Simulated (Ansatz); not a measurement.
Reaction (redistribution): `O[Si](O)(F)[SiH3]` + `N[SiH2][SiH](O)F` → `O[Si](O)(O)F` + `N[SiH2][SiH](F)[SiH3]`

Program: Ansatz. Geometries: PBE0-D4/def2-TZVP. ΔE: electronic, gas phase. CCSD(T)/CBS adds triple-zeta CCSD(T) − MP2 to the extrapolated MP2 energy (def2 sets, frozen cores). DFT in def2-TZVPP. One conformer a species, not always the lowest.

```json
{"level": "B2PLYP", "ΔE (eV)": "-0.14"}
{"level": "PBE", "ΔE (eV)": "-0.11"}
{"level": "r2SCAN", "ΔE (eV)": "-0.18"}
{"level": "MP2/def2-TZVPP", "ΔE (eV)": "-0.14"}
{"level": "CCSD(T)/def2-TZVPP", "ΔE (eV)": "-0.17"}
{"level": "SCS-MP2/def2-QZVPP", "ΔE (eV)": "-0.15"}
{"level": "HF/CBS(def2)", "ΔE (eV)": "-0.27"}
{"level": "CCSD/CBS(def2)", "ΔE (eV)": "-0.18"}
```

(1) What does CCSD(T)/CBS give? (Best estimate.)

Largest T1 diagnostic among the species: 0.013.

Results:

(1) The calculation gave: -0.16 eV. The listed levels differ from it by 0.02, 0.05, -0.02, 0.02, -0.01, 0.01, -0.11, -0.02 eV.

From PBE to PBE0 (25 % exact exchange), in def2-TZVPP and without D4, ΔE moves by −0.06 eV. In def2-TZVPP, CCSD(T) changes the Hartree–Fock value by +0.09 eV (the triples alone add +0.02 eV) and MP2 by +0.12 eV.
